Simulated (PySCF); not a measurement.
ClZn (SMILES [Cl][Zn+]), charge +1, singlet, geometry from GFN2-xTB (such geometries of metal compounds can be far from the true shape); PBE/aug-cc-pVDZ (PySCF).

PySCF was given this input:
```python
from pyscf import gto, scf, dft

mol = gto.Mole()
mol.atom = '''
    Zn   -0.000000   -0.000000   -0.732351
    Cl    0.000000    0.000000    1.292384
'''
mol.basis = 'aug-cc-pvdz'
mol.charge = 1
mol.spin = 0
mol.verbose = 4
mol.build()

mf = dft.UKS(mol)
mf.xc = 'pbe'
mf.kernel()
mf.analyze()
```

It wrote (shortened):

```
PySCF version 2.14.0

[INPUT] verbose = 4
[INPUT] num. atoms = 2
[INPUT] num. electrons = 46
[INPUT] charge = 1
[INPUT] spin (= nelec alpha-beta = 2S) = 0
[INPUT] symmetry False subgroup None
[INPUT] Mole.unit = angstrom
[INPUT] Symbol           X                Y                Z      unit          X                Y                Z       unit  Magmom
[INPUT]  1 Zn     0.000000000000   0.000000000000  -0.732351000000 AA    0.000000000000   0.000000000000  -1.383942817051 Bohr   0.0
[INPUT]  2 Cl     0.000000000000   0.000000000000   1.292384000000 AA    0.000000000000   0.000000000000   2.442251807770 Bohr   0.0

nuclear repulsion = 133.291703639834
number of shells = 19
number of NR pGTOs = 188
number of NR cGTOs = 86
basis = aug-cc-pvdz
ecp = {}

******** <class 'pyscf.dft.uks.UKS'> ********
method = UKS
initial guess = minao
damping factor = 0
level_shift factor = 0
DIIS = <class 'pyscf.scf.diis.CDIIS'>
diis_start_cycle = 1
diis_space = 8
diis_damp = 0
SCF conv_tol = 1e-09
SCF conv_tol_grad = None
SCF max_cycles = 50
direct_scf = True
direct_scf_tol = 1e-13
number electrons alpha = 23  beta = 23
XC library pyscf.dft.libxc version 7.1.2
    S. Lehtola, C. Steigemann, M. J. T. Oliveira, and M. A. L. Marques,  SoftwareX 7, 1–5 (2018)
XC functionals = pbe
    J. P. Perdew, K. Burke, and M. Ernzerhof,  Phys. Rev. Lett. 77, 3865 (1996)
    J. P. Perdew, K. Burke, and M. Ernzerhof,  Phys. Rev. Lett. 78, 1396 (1997)
    J. P. Perdew, K. Burke, and M. Ernzerhof,  Phys. Rev. Lett. 77, 3865 (1996)
    J. P. Perdew, K. Burke, and M. Ernzerhof,  Phys. Rev. Lett. 78, 1396 (1997)
radial grids:
    Treutler-Ahlrichs [JCP 102, 346 (1995); DOI:10.1063/1.469408] (M4) radial grids

becke partition: Becke, JCP 88, 2547 (1988); DOI:10.1063/1.454033
pruning grids: <function nwchem_prune>
grids dens level: 3
symmetrized grids: False
atomic radii adjust function: <function treutler_atomic_radii_adjust>
small_rho_cutoff = 0
Set gradient conv threshold to 3.16228e-05
tot grids = 39520
init E= -2239.05397476203
cycle= 1 E= -2238.60589491267  delta_E= 0.448  |g|= 1.02  |ddm|= 1.33

cycle= 2 E= -2236.15996065686  delta_E= 2.45  |g|= 2.69  |ddm|= 3.03
cycle= 3 E= -2238.779466993  delta_E= -2.62  |g|= 0.475  |ddm|= 2.77
cycle= 4 E= -2238.76650833004  delta_E= 0.013  |g|= 0.401  |ddm|= 1.03
cycle= 5 E= -2238.87490809115  delta_E= -0.108  |g|= 0.0455  |ddm|= 0.599
cycle= 6 E= -2238.87603835488  delta_E= -0.00113  |g|= 0.0249  |ddm|= 0.0913
cycle= 7 E= -2238.87645560734  delta_E= -0.000417  |g|= 0.00302  |ddm|= 0.0308
cycle= 8 E= -2238.87645788636  delta_E= -2.28e-06  |g|= 0.000535  |ddm|= 0.00232
cycle= 9 E= -2238.87645796361  delta_E= -7.73e-08  |g|= 6.25e-05  |ddm|= 0.000423
cycle= 10 E= -2238.8764579658  delta_E= -2.19e-09  |g|= 9.93e-06  |ddm|= 0.000106
cycle= 11 E= -2238.87645796586  delta_E= -5.87e-11  |g|= 5.1e-07  |ddm|= 1.7e-05
Extra cycle  E= -2238.87645796586  delta_E= 4.55e-13  |g|= 4.24e-07  |ddm|= 2.19e-06
converged SCF energy = -2238.87645796586  <S^2> = 9.1660013e-13  2S+1 = 1
**** SCF Summaries ****
Total Energy =                       -2238.876457965857298
Nuclear Repulsion Energy =             133.291703639834367
One-electron Energy =                -3369.747040913848650
Two-electron Energy =                  997.578879308157070
Two-electron Coulomb Energy =         1096.271184136051488
DFT Exchange-Correlation Energy =      -98.692304827894375
**** MO energy ****
                             alpha | beta                alpha | beta
MO #1   energy= -346.032811669988  | -346.032811672173  occ= 1 | 1
MO #2   energy= -100.917464133381  | -100.917464111999  occ= 1 | 1
MO #3   energy= -41.9832467740238  | -41.9832467517959  occ= 1 | 1
MO #4   energy= -37.0506668773727  | -37.0506668617933  occ= 1 | 1
MO #5   energy= -37.0506668759384  | -37.0506668603554  occ= 1 | 1
MO #6   energy= -37.0496784242307  | -37.0496784060223  occ= 1 | 1
MO #7   energy= -9.41585147942179  | -9.41585145781684  occ= 1 | 1
MO #8   energy= -7.24080866493238  | -7.24080861890039  occ= 1 | 1
MO #9   energy= -7.22940135354978  | -7.22940133237872  occ= 1 | 1
MO #10  energy= -7.22940135243538  | -7.22940133128062  occ= 1 | 1
MO #11  energy= -4.95576701379163  | -4.95576699134117  occ= 1 | 1
MO #12  energy= -3.38855988987026  | -3.38855986861849  occ= 1 | 1
MO #13  energy= -3.38768235536131  | -3.38768233738202  occ= 1 | 1
MO #14  energy= -3.38768235338499  | -3.38768233539898  occ= 1 | 1
MO #15  energy= -0.979220066587393 | -0.979219970698304 occ= 1 | 1
MO #16  energy= -0.752858125107061 | -0.752858097674194 occ= 1 | 1
MO #17  energy= -0.75092959643882  | -0.750929602212717 occ= 1 | 1
MO #18  energy= -0.750929595348065 | -0.750929601128992 occ= 1 | 1
MO #19  energy= -0.745903114357702 | -0.745903120235613 occ= 1 | 1
MO #20  energy= -0.745903109773341 | -0.745903115657224 occ= 1 | 1
MO #21  energy= -0.589858475621773 | -0.589858397863241 occ= 1 | 1
MO #22  energy= -0.51109813419384  | -0.511098096513671 occ= 1 | 1
MO #23  energy= -0.511098132149568 | -0.511098094511854 occ= 1 | 1
MO #24  energy= -0.443003280658772 | -0.443003336430772 occ= 0 | 0
MO #25  energy= -0.272081981832073 | -0.272082102740476 occ= 0 | 0
MO #26  energy= -0.272081981109366 | -0.272082102009745 occ= 0 | 0
MO #27  energy= -0.174649961957335 | -0.174650035767571 occ= 0 | 0
MO #28  energy= -0.130974616065697 | -0.130974681707957 occ= 0 | 0
MO #29  energy= -0.0898780610527475 | -0.0898780949668864 occ= 0 | 0
MO #30  energy= -0.0898780606517083 | -0.0898780945546761 occ= 0 | 0
MO #31  energy= -0.0773286953613894 | -0.0773287075408939 occ= 0 | 0

To work with the spin densities directly, `use mulliken_meta_spin()` only printing them here.

 ** Mulliken spin pop alpha/beta on meta-lowdin orthogonal AOs **
 ** Mulliken Spin Density (per AO)  **
spin_pop of  0 Zn 1s       -0.00000
spin_pop of  0 Zn 2s       -0.00000
spin_pop of  0 Zn 3s        0.00000
spin_pop of  0 Zn 4s       -0.00000
spin_pop of  0 Zn 5s       -0.00000
spin_pop of  0 Zn 6s       -0.00000
spin_pop of  0 Zn 7s        0.00000
spin_pop of  0 Zn 2px      -0.00000
spin_pop of  0 Zn 2py      -0.00000
spin_pop of  0 Zn 2pz      -0.00000
spin_pop of  0 Zn 3px       0.00000
spin_pop of  0 Zn 3py       0.00000
spin_pop of  0 Zn 3pz       0.00000
spin_pop of  0 Zn 4px      -0.00000
spin_pop of  0 Zn 4py      -0.00000
spin_pop of  0 Zn 4pz       0.00000
spin_pop of  0 Zn 5px      -0.00000
spin_pop of  0 Zn 5py      -0.00000
spin_pop of  0 Zn 5pz       0.00000
spin_pop of  0 Zn 6px      -0.00000
spin_pop of  0 Zn 6py      -0.00000
spin_pop of  0 Zn 6pz       0.00000
spin_pop of  0 Zn 7px      -0.00000
spin_pop of  0 Zn 7py      -0.00000
spin_pop of  0 Zn 7pz       0.00000
spin_pop of  0 Zn 3dxy      0.00000
spin_pop of  0 Zn 3dyz      0.00000
spin_pop of  0 Zn 3dz^2     0.00000
spin_pop of  0 Zn 3dxz      0.00000
spin_pop of  0 Zn 3dx2-y2    0.00000
spin_pop of  0 Zn 4dxy     -0.00000
spin_pop of  0 Zn 4dyz     -0.00000
spin_pop of  0 Zn 4dz^2    -0.00000
spin_pop of  0 Zn 4dxz     -0.00000
spin_pop of  0 Zn 4dx2-y2   -0.00000
spin_pop of  0 Zn 5dxy     -0.00000
spin_pop of  0 Zn 5dyz     -0.00000
spin_pop of  0 Zn 5dz^2    -0.00000
spin_pop of  0 Zn 5dxz     -0.00000
spin_pop of  0 Zn 5dx2-y2   -0.00000
spin_pop of  0 Zn 6dxy     -0.00000
spin_pop of  0 Zn 6dyz     -0.00000
spin_pop of  0 Zn 6dz^2     0.00000
spin_pop of  0 Zn 6dxz     -0.00000
spin_pop of  0 Zn 6dx2-y2   -0.00000
spin_pop of  0 Zn 4f-3      0.00000
spin_pop of  0 Zn 4f-2     -0.00000
spin_pop of  0 Zn 4f-1     -0.00000
spin_pop of  0 Zn 4f+0      0.00000
spin_pop of  0 Zn 4f+1     -0.00000
spin_pop of  0 Zn 4f+2     -0.00000
spin_pop of  0 Zn 4f+3     -0.00000
spin_pop of  0 Zn 5f-3      0.00000
spin_pop of  0 Zn 5f-2     -0.00000
spin_pop of  0 Zn 5f-1     -0.00000
spin_pop of  0 Zn 5f+0      0.00000
spin_pop of  0 Zn 5f+1     -0.00000
spin_pop of  0 Zn 5f+2     -0.00000
spin_pop of  0 Zn 5f+3     -0.00000
spin_pop of  1 Cl 1s       -0.00000
spin_pop of  1 Cl 2s       -0.00000
spin_pop of  1 Cl 3s       -0.00000
spin_pop of  1 Cl 4s       -0.00000
spin_pop of  1 Cl 5s       -0.00000
spin_pop of  1 Cl 2px       0.00000
spin_pop of  1 Cl 2py       0.00000
spin_pop of  1 Cl 2pz       0.00000
spin_pop of  1 Cl 3px       0.00000
spin_pop of  1 Cl 3py       0.00000
spin_pop of  1 Cl 3pz       0.00000
spin_pop of  1 Cl 4px      -0.00000
spin_pop of  1 Cl 4py      -0.00000
spin_pop of  1 Cl 4pz       0.00000
spin_pop of  1 Cl 5px       0.00000
spin_pop of  1 Cl 5py       0.00000
spin_pop of  1 Cl 5pz      -0.00000
spin_pop of  1 Cl 3dxy     -0.00000
spin_pop of  1 Cl 3dyz     -0.00000
spin_pop of  1 Cl 3dz^2    -0.00000
spin_pop of  1 Cl 3dxz     -0.00000
spin_pop of  1 Cl 3dx2-y2   -0.00000
spin_pop of  1 Cl 4dxy     -0.00000
spin_pop of  1 Cl 4dyz     -0.00000
spin_pop of  1 Cl 4dz^2    -0.00000
spin_pop of  1 Cl 4dxz     -0.00000
spin_pop of  1 Cl 4dx2-y2   -0.00000
 ** Mulliken Spin Density (per atom)  **
spin density of  0 Zn =     -0.00000
spin density of  1 Cl =      0.00000
 ** Mulliken pop alpha/beta on meta-lowdin orthogonal AOs **
 ** Mulliken pop       alpha | beta **
In total            23.00000 | 23.00000
 ** Mulliken atomic charges   ( Nelec_alpha | Nelec_beta ) **
charge of  0Zn =      1.34361  (    14.32820     14.32820 )
charge of  1Cl =     -0.34361  (     8.67180      8.67180 )

WARN: System has nonzero charge 1; the dipole moment is origin-dependent.
Location of origin: [0. 0. 0.]

Dipole moment(X, Y, Z, Debye):  0.00000, -0.00000, -4.70077
```
